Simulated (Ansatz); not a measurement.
[ReS4]- (ReS4⁻). Total charge -1; singlet. Geometry PBE0-D4/def2-SVPD, basis def2-TZVPD, Ansatz.

```
atom    x (Å)    y (Å)    z (Å)
 Re1   0.0000   0.0000   0.0001
  S2   1.5576  -0.6950   1.3081
  S3  -1.2387  -1.6573  -0.5822
  S4   0.8791   0.8895  -1.7480
  S5  -1.1981   1.4629   1.0221
```

```
run  HOMO (eV)  LUMO (eV)
  A      -1.67       0.46
  B      -1.90       0.43
  C      -1.80       0.32
  D      -2.64       0.99
  E      -3.46       1.68
  F      -4.79       3.64
```

In the def2 sets Re takes a core potential; there is no spin–orbit coupling.

Q: The runs used BHLYP, HF, LDA (SPW92), PBE, PBE0, r2SCAN. Estimate which is which.

A: A PBE (0 % exact exchange); B r2SCAN (0 % exact exchange); C LDA (SPW92) (0 % exact exchange); D PBE0 (25 % exact exchange); E BHLYP (50 % exact exchange); F HF (100 % exact exchange). Exact exchange lowers occupied and raises empty levels; among semilocal functionals meta-GGAs tend to open the gap a little, and such runs are hard to tell apart. The gap grows from 2.12 eV (LDA (SPW92)) to 8.43 eV (HF).
